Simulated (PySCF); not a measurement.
Geometry:
```json
{"atom": "C1", "x (Å)": "-1.179", "y (Å)": "1.634", "z (Å)": "0.151"}
{"atom": "C2", "x (Å)": "-0.891", "y (Å)": "0.353", "z (Å)": "-0.063"}
{"atom": "Si3", "x (Å)": "-1.830", "y (Å)": "-1.078", "z (Å)": "0.740"}
{"atom": "Cl4", "x (Å)": "-3.194", "y (Å)": "-0.321", "z (Å)": "2.018"}
{"atom": "C5", "x (Å)": "0.179", "y (Å)": "-0.036", "z (Å)": "-1.012"}
{"atom": "N6", "x (Å)": "-0.001", "y (Å)": "-0.719", "z (Å)": "-2.057"}
{"atom": "C7", "x (Å)": "1.573", "y (Å)": "0.403", "z (Å)": "-0.673"}
{"atom": "C8", "x (Å)": "2.047", "y (Å)": "-0.239", "z (Å)": "0.630"}
{"atom": "H9", "x (Å)": "-0.644", "y (Å)": "2.434", "z (Å)": "-0.337"}
{"atom": "H10", "x (Å)": "-1.983", "y (Å)": "1.933", "z (Å)": "0.804"}
{"atom": "H11", "x (Å)": "-0.892", "y (Å)": "-1.909", "z (Å)": "1.491"}
{"atom": "H12", "x (Å)": "-2.545", "y (Å)": "-1.869", "z (Å)": "-0.261"}
{"atom": "H13", "x (Å)": "-0.966", "y (Å)": "-0.994", "z (Å)": "-2.233"}
{"atom": "H14", "x (Å)": "2.231", "y (Å)": "0.118", "z (Å)": "-1.494"}
{"atom": "H15", "x (Å)": "1.587", "y (Å)": "1.490", "z (Å)": "-0.567"}
{"atom": "H16", "x (Å)": "1.411", "y (Å)": "0.060", "z (Å)": "1.461"}
{"atom": "H17", "x (Å)": "3.067", "y (Å)": "0.069", "z (Å)": "0.847"}
{"atom": "H18", "x (Å)": "2.023", "y (Å)": "-1.323", "z (Å)": "0.545"}
```

Calculated, not measured (PySCF): NMR shieldings at PBE0/pcSseg-1/GIAO, structure optimised with GFN2-xTB. Single conformer, rapidly exchanging positions averaged, in vacuum, non-relativistic Hamiltonian.

References, each an isolated molecule treated in the same way: ¹³C against TMS.

**Question.** Do the ¹³C shifts follow the atomic charges (in e)? Tabulate both.

**Answer.** 
| atoms | hybridisation | δ (ppm) | σ para (ppm) | Hirshfeld | IAO | Mulliken | ESP-fitted |
| --- | --- | --- | --- | --- | --- | --- | --- |
| C5 | – | 187.1 | -253 | +0.09 | +0.19 | +0.01 | +0.45 |
| C2 | – | 153.8 | -234 | -0.09 | -0.31 | -0.54 | -0.21 |
| C1 | – | 138.0 | -204 | -0.08 | -0.27 | -0.03 | -0.34 |
| C7 | – | 41.2 | -104 | -0.07 | -0.27 | -0.18 | +0.16 |
| C8 | – | 15.0 | -77 | -0.12 | -0.42 | -0.29 | -0.20 |

Correlation coefficients of δ with charge over these carbons: Hirshfeld +0.64, IAO +0.68, Mulliken +0.19, ESP-fitted +0.24; with the paramagnetic shielding -1.00. With so few points these coefficients are fragile. Charge is one influence among several: hybridisation and low-lying excitations act through the paramagnetic term.

Shifts are as computed. Against solution values, carbons near 30 ppm lie about +3 ppm off and those near 130 ppm about +5 ppm. Of 1211 compounds with measured shifts, 218 miss one by over three times the rms of a fit or turn the order of signals round; such compounds aren't used in these exercises.
